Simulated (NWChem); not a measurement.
System: CH6AlN; SMILES C[NH][AlH2]

```xyz
9

Al     0.0988    -1.2331     0.0000
H     -0.9964    -2.3822     0.0020
H      1.6693    -1.4681    -0.0016
N     -0.4904     0.4441    -0.0003
C      0.2555     1.6805     0.0002
H     -1.4938     0.6068    -0.0013
H      0.0471     2.3056     0.8885
H      0.0516     2.3038    -0.8905
H      1.3370     1.4719     0.0031
```
Atoms are numbered in this order, from 1.

STO-3G and 3-21G are far too small for this property and stand as cheap habits. Coordinates come from a PBE0/def2-SVP optimisation.

Q: List the 4 lowest vertical singlet excitations from Hartree-Fock/3-21G, CIS (NWChem).

A: 
```csv
state,energy (eV),oscillator strength,leading excitation (squared amplitude)
S1,6.79,0.243,HOMO → LUMO (0.95)
S2,7.43,0.000,HOMO−1 → LUMO (0.97)
S3,7.44,0.029,HOMO → LUMO+1 (0.75)
S4,8.55,0.057,HOMO−2 → LUMO (0.92)
```
